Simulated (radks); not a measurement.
Problem. The lutetium ion Lu67+, [He] 2s2. Calculated with a radial shooting solver on a logarithmic mesh with Libxc functionals: non-relativistic Kohn-Sham, exchange-only PBE, spin-polarised, spherical densities, point nucleus. Every spin shell is full or empty, so the densities are truly spherical. Functionals are evaluated on that one density, not self-consistently. Rank these exchange functionals by their error against the exact value of the orbitals, and give that value: LDA, PBE, PBEsol, revPBE, AM05, B86b, G96, MS2, Tao-Mo, MVS.

Solution. Exact: -57.5635 hartree. From best to worst, with 100 (|E| - |E exact|)/|E exact| (equal figures are ties): G96 -0.01, B86b -0.03, revPBE +0.26, MS2 +0.54, Tao-Mo +0.73, MVS -0.82, PBE -0.88, PBEsol -5.08, AM05 -9.79, LDA -12.36.
